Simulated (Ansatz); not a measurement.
C2H5NOSi can be A, `O=C=NC[SiH3]`, or B, `C=C1O[SiH]1N`.

Gas-phase electronic energies from Ansatz, PBE0-D4/def2-TZVP geometries. CCSD(T)/CBS adds triple-zeta CCSD(T) − MP2 to the extrapolated MP2 energy (def2 sets, frozen cores). Functionals use def2-TZVPP. B3LYP here is the variant with VWN-RPA as its local correlation; programs differ in this. Each species was taken in one conformer, which may not be the lowest.

(1) Which is lower in electronic energy at CCSD(T)/CBS, and by how much? (Best estimate.)

(2) Give E(B) − E(A) in kcal/mol with CCSD(T)/def2-SVP, B3LYP-D4, ωB97M-V, LDA (SPW92), HF/def2-TZVPP, r2SCAN-D4, CCSD(T)/def2-TZVPP. (Best estimate.)

(3) Does the order hold for the free energy at 298.15 K (harmonic terms from PBE0-D4)? (Best estimate.)

Largest T1 diagnostic: 0.015.

## Answers

(1) Ansatz gave: B, by 12.5 kcal/mol.

(2) Computed: CCSD(T)/def2-SVP 7.5, B3LYP-D4 -6.2, ωB97M-V -10.8, LDA (SPW92) -10.2, HF/def2-TZVPP -2.9, r2SCAN-D4 -8.5, CCSD(T)/def2-TZVPP -9.3. The order is the other way round with CCSD(T)/def2-SVP.

(3) The calculation gave: Yes: G(B) − G(A) = -8.7 kcal/mol, for one conformer each. Modes under 60 cm⁻¹, often nearly free rotors, make the harmonic entropy too high.

Leaving LDA and LC-ωPBE aside and taking each functional with its dispersion term where it has one, the values, not all of them listed here, spread over 6.8 kcal/mol, from ωB97M-V to revPBE-D4. LDA lies −4.6 kcal/mol from PBE without D4. From r2SCAN to r2SCAN0 (25 % exact exchange), in def2-TZVPP and without D4, E(B) − E(A) moves by −1.2 kcal/mol.
